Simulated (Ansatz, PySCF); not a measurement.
The pair A = HCl (SMILES Cl) (first 2 atoms), B = CH6Si (SMILES C[SiH3]); geometry from B3LYP-D3(BJ)/def2-TZVP.
(charge 0, multiplicity 1):
```xyz
10

Cl     0.044    -0.224    -0.152
H     -0.370    -0.720     0.963
C      0.822     0.820     3.457
Si    -0.431    -0.492     3.918
H      1.146     1.369     4.344
H      0.398     1.534     2.750
H      1.703     0.373     2.994
H      0.140    -1.481     4.862
H     -0.863    -1.241     2.704
H     -1.646     0.106     4.520
```

Rows in 6-31G* carry no dispersion term and start afresh at each structure (6-31G* with six Cartesian d functions).

Run with Ansatz (Gaussian orbitals); PySCF for 6-31G* rows. Values without a source in brackets are computed.

Total energies (hartree), monomers frozen at their geometry in the pair:

```
structure                 HF/6-31G*  PBE/def2-TZVPPD  B3LYP/def2-TZVPPD
---------------------  ------------  ---------------  -----------------
AB                     -790.3307421     -791.6403549       -792.1007322
A in the pair's basis  -460.0601208     -460.6292705       -460.8378350
B in the pair's basis  -330.2722166     -331.0086679       -331.2621928
A                      -460.0596665     -460.6291353       -460.8377254
B                      -330.2720765     -331.0086364       -331.2621593
```

Q: Work out the interaction energy without and with the counterpoise correction, and the superposition error, for each level.

A: 
E(AB) − E(A) − E(B), times 627.509 kcal/mol, with the monomers in their own basis and then in the pair's basis:
- HF/6-31G*: 0.63 uncorrected, 1.00 corrected; the monomers gain 0.37 kcal/mol from borrowed functions
- PBE/def2-TZVPPD: -1.62 uncorrected, -1.52 corrected; the monomers gain 0.10 kcal/mol from borrowed functions
- B3LYP/def2-TZVPPD: -0.53 uncorrected, -0.44 corrected; the monomers gain 0.09 kcal/mol from borrowed functions

Ansatz is an electronic-structure program.
